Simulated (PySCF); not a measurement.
Members of one series of related molecules.

All values: B3LYP/def2-SVPD (PySCF) at GFN2-xTB geometries, gas phase, one conformer each. Core orbitals are frozen in the response; Δα² is half the sum of the squared differences of the principal polarisabilities.

(1) Rank by HOMO energy, highest first.
A. `ClC[SiH]1OCCCO1`
B. `N#C[SiH]1OCCCO1`
C. `FC[SiH]1OCCCO1`
D. `[H]/N=C\[SiH]1OCCCO1`
E. `O[SiH]1OCCCO1`
F. `C=N[SiH]1OCCCO1`

(2) Rank by dipole moment, lowest first.
A. `[CH2:1]=[N:2][SiH:3]1[O:4][CH2:5][CH2:6][CH2:7][O:8]1` with C1–N2–Si3–O4 -122°, N2–Si3–O4–C5 -132°, Si3–O4–C5–C6 41°, O4–C5–C6–C7 -61°, C5–C6–C7–O8 61°
B. `[OH:1][SiH:2]1[O:3][CH2:4][CH2:5][CH2:6][O:7]1` with H–O1–Si2–O3 59°, O1–Si2–O3–C4 -153°, Si2–O3–C4–C5 47°, O3–C4–C5–C6 -60°, C4–C5–C6–O7 59°
C. `[H]/[N:1]=[CH:2]\[SiH:3]1[O:4][CH2:5][CH2:6][CH2:7][O:8]1` with N1–C2–Si3–O4 -138°, C2–Si3–O4–C5 138°, Si3–O4–C5–C6 17°, O4–C5–C6–C7 -58°, C5–C6–C7–O8 58°
D. `[F:1][CH2:2][SiH:3]1[O:4][CH2:5][CH2:6][CH2:7][O:8]1` with F1–C2–Si3–O4 -111°, C2–Si3–O4–C5 -147°, Si3–O4–C5–C6 47°, O4–C5–C6–C7 -60°, C5–C6–C7–O8 60°
E. `[N:1]#[C:2][SiH:3]1[O:4][CH2:5][CH2:6][CH2:7][O:8]1` with C2–Si3–O4–C5 -133°, Si3–O4–C5–C6 39°, O4–C5–C6–C7 -60°, C5–C6–C7–O8 60°

Results:

(1) D (-6.68 eV), F (-6.85 eV), A (-7.61 eV), C (-7.77 eV), E (-7.97 eV), B (-8.42 eV).

(2) A (0.78 D), B (2.85 D), D (3.53 D), C (3.97 D), E (5.35 D).

All values together:

| SMILES | formula | μ (D) | HOMO (eV) | LUMO (eV) | α (Å³) | Δα (Å³) | electrons | α per electron (Å³) |
| --- | --- | --- | --- | --- | --- | --- | --- | --- |
| [H]/N=C\[SiH]1OCCCO1 | C4H9NO2Si | 3.97 | -6.68 | -1.12 | 12.20 | 3.44 | 70 | 0.174 |
| O[SiH]1OCCCO1 | C3H8O3Si | 2.85 | -7.97 | 0.19 | 9.90 | 1.82 | 64 | 0.155 |
| FC[SiH]1OCCCO1 | C4H9FO2Si | 3.53 | -7.77 | 0.13 | 11.32 | 2.50 | 72 | 0.157 |
| N#C[SiH]1OCCCO1 | C4H7NO2Si | 5.35 | -8.42 | -0.88 | 11.32 | 3.48 | 68 | 0.166 |
| C=N[SiH]1OCCCO1 | C4H9NO2Si | 0.78 | -6.85 | -1.17 | 12.39 | 4.92 | 70 | 0.177 |
| ClC[SiH]1OCCCO1 | C4H9ClO2Si | 3.53 | -7.61 | 0.07 | 13.26 | 4.28 | 80 | 0.166 |

Conformers: `[H]/[N:1]=[CH:2]\[SiH:3]1[O:4][CH2:5][CH2:6][CH2:7][O:8]1` with N1–C2–Si3–O4 -138°, C2–Si3–O4–C5 138°, Si3–O4–C5–C6 17°, O4–C5–C6–C7 -58°, C5–C6–C7–O8 58°; `[OH:1][SiH:2]1[O:3][CH2:4][CH2:5][CH2:6][O:7]1` with H–O1–Si2–O3 59°, O1–Si2–O3–C4 -153°, Si2–O3–C4–C5 47°, O3–C4–C5–C6 -60°, C4–C5–C6–O7 59°; `[F:1][CH2:2][SiH:3]1[O:4][CH2:5][CH2:6][CH2:7][O:8]1` with F1–C2–Si3–O4 -111°, C2–Si3–O4–C5 -147°, Si3–O4–C5–C6 47°, O4–C5–C6–C7 -60°, C5–C6–C7–O8 60°; `[N:1]#[C:2][SiH:3]1[O:4][CH2:5][CH2:6][CH2:7][O:8]1` with C2–Si3–O4–C5 -133°, Si3–O4–C5–C6 39°, O4–C5–C6–C7 -60°, C5–C6–C7–O8 60°; `[CH2:1]=[N:2][SiH:3]1[O:4][CH2:5][CH2:6][CH2:7][O:8]1` with C1–N2–Si3–O4 -122°, N2–Si3–O4–C5 -132°, Si3–O4–C5–C6 41°, O4–C5–C6–C7 -61°, C5–C6–C7–O8 61°; `[Cl:1][CH2:2][SiH:3]1[O:4][CH2:5][CH2:6][CH2:7][O:8]1` with Cl1–C2–Si3–O4 -82°, C2–Si3–O4–C5 -145°, Si3–O4–C5–C6 46°, O4–C5–C6–C7 -60°, C5–C6–C7–O8 60°.

Q: How closely does the mean polarisability follow the number of electrons in this set?

A: The correlation coefficient is 0.86; α per electron runs from 0.155 to 0.177 Å³.
